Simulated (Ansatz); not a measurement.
Consider the substitution at a C–N bond: `CN[SiH](O)O` + `C=C[Si](N)(O)F` → `C=C[Si](N)(F)OC` + `N[SiH](O)O`.

Program: Ansatz. Geometries: PBE0-D4/def2-TZVP. ΔE: electronic, gas phase. CBS: MP2 limit from def2 TZ/QZ plus the TZ coupled-cluster correction, frozen cores. This one scheme is used for every species. One conformer a species, not always the lowest.

```
          species  CCSD(T)/CBS(def2) energy (Eh)
    `CN[SiH](O)O`                     -536.52860
 `C=C[Si](N)(O)F`                     -598.61830
`C=C[Si](N)(F)OC`                     -637.85769
     `N[SiH](O)O`                     -497.28304
```

Question: Work out ΔE.

Answer: ΔE = (-637.85769) + (-497.28304) − (-536.52860) − (-598.61830) = 0.00617 Eh = +0.17 eV.

Largest T1 diagnostic among the species: 0.011.

In def2-TZVPP, CCSD(T) changes the Hartree–Fock value by +0.05 eV (the triples alone add +0.00 eV) and MP2 by +0.08 eV.
